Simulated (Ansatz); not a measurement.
```xyz
9

N     0.2495    0.7008    1.4071
C    -0.2571   -0.3508    0.8977
O    -0.7922   -1.2761    1.7132
O    -0.3701   -0.7407   -0.3546
In    0.2876    0.2463   -1.9923
H     0.6229    1.3296    0.7054
H    -0.6752   -0.9256    2.6045
H    -0.1245   -0.7071   -3.3326
H     1.0590    1.7235   -1.6484
```

The species carries charge 0 and has multiplicity 1. In takes the def2 core potential.

Problem. List the r2SCAN/def2-TZVPP orbital energies in eV (Ansatz 0.2.0). (Estimate.)

Solution. The calculation gave: Occupied: -516.29, -515.90, -383.87, -276.37, -126.42, -83.17, -82.85, -82.81, -28.71, -26.35, -22.42, -20.48, -20.27, -20.23, -20.21, -20.12, -15.68, -13.18, -12.60, -11.08, -10.92, -9.57, -8.71, -8.06, -7.91, -6.24, -6.01. Lowest empty: -2.63, -1.35, -0.32, 1.25, 1.87, 2.21, 2.37, 2.41.
